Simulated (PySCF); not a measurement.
**BeSb: energy against distance**

Set-up: basis Be def2-SVPD, Sb def2-SVPD with ECP28; scalar-relativistic core potentials; PySCF 2.14. Energies in eV from Be + Sb in their ground configurations at the same level. State: ⁴Σ⁻ (quartet), unpaired electrons σ ↑, π ↑↑.

All columns are PBE0. A positive dipole means Be(−)Sb(+).

```tsv
R (Å)	E (eV)	μ (D)	Mulliken charge on Be (basis-dependent)	HOMO (eV)	LUMO (eV)	Mayer bond order	⟨S²⟩
2.067	-0.634	0.80	-0.01	-5.15	-3.70	1.36	3.75
2.164	-0.951	0.64	0.03	-5.22	-3.56	1.29	3.75
2.260	-1.124	0.48	0.07	-5.29	-3.44	1.23	3.75
2.332	-1.185	0.36	0.09	-5.34	-3.35	1.19	3.76
2.404	-1.201	0.24	0.11	-5.38	-3.26	1.15	3.76
2.476	-1.184	0.13	0.12	-5.42	-3.18	1.12	3.76
2.572	-1.125	0.00	0.13	-5.47	-3.09	1.07	3.76
2.692	-1.013	-0.14	0.14	-5.53	-2.98	1.00	3.77
2.837	-0.853	-0.26	0.13	-5.58	-2.87	0.90	3.78
3.029	-0.640	-0.33	0.11	-5.66	-2.77	0.76	3.80
```

A fit through these points gives, at Re = 2.400 Å, μ = 0.25 D and dμ/dR = -1.61 D/Å; the reduced mass is 8.387 u.

Q: How strong is the fundamental in the double-harmonic approximation, I = 42.26·(dμ/dR)²/μred km/mol?

A: I = 42.26·(-1.61)²/8.387 = 13.1 km/mol at PBE0.

Spin–orbit coupling is left out, which matters for elements this heavy, above all for dissociation energies. The state was picked by a PBE0 search and need not be the measured ground state.
